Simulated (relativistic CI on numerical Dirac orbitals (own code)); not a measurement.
# d1 to d9 in one octahedral field

Computed with a parametric ligand-field model without spin-orbit coupling, by exact diagonalisation: B = 750, C = 3230, 10Dq = 13500 cm⁻¹ (Oh; |10Dq|/B = 18.0) for every shell. Energies in cm⁻¹; the field energy is (0.6 n_e − 0.4 n_t2) × 10Dq of the ground term; g labels are left out.

| Shell | Ground term | Electrons in e | Field energy | First spin-allowed bands | Lowest term of other spin |
| --- | --- | --- | --- | --- | --- |
| d1 | 2T2 | 0.000 | -5400 | 2E 13500 |  |
| d2 | 3T1 | 0.043 | -10218 | 3T2 12205, 3T1 22160 | 1T2 11406 |
| d3 | 4A2 | 0.000 | -16200 | 4T2 13500, 4T1 20250 | 2E 15032 |
| d4 | 5E | 1.000 | -8100 | 5T2 13500 | 3T1 5586 |
| d5 | 6A1 | 2.000 | 0 | none | 4T1 12672 |
| d6 | 5T2 | 2.000 | -5400 | 5E 13500 | 1A1 255 |
| d7 | 4T1 | 2.043 | -10218 | 4T2 12205, 4T1 22160 | 2E 1853 |
| d8 | 3A2 | 2.000 | -16200 | 3T2 13500, 3T1 20250 | 1E 12219 |
| d9 | 2E | 3.000 | -8100 | 2T2 13500 |  |

Every shell keeps the spin of the free ion. Only d4 to d7 can choose; the field needed to pair spins is smallest for d6 and largest for d5, which loses most exchange energy. In the strong-field picture 10Dq must exceed about 6B + 5C = 20650 (d4), 7.5B + 5C = 21775 (d5), 2.5B + 4C = 14795 (d6) and 4B + 4C = 15920 (d7); mixing of terms shifts these bounds somewhat. High-spin d^(n+5) repeats the spin-allowed bands of d^n, since the half-filled shell is spherical.
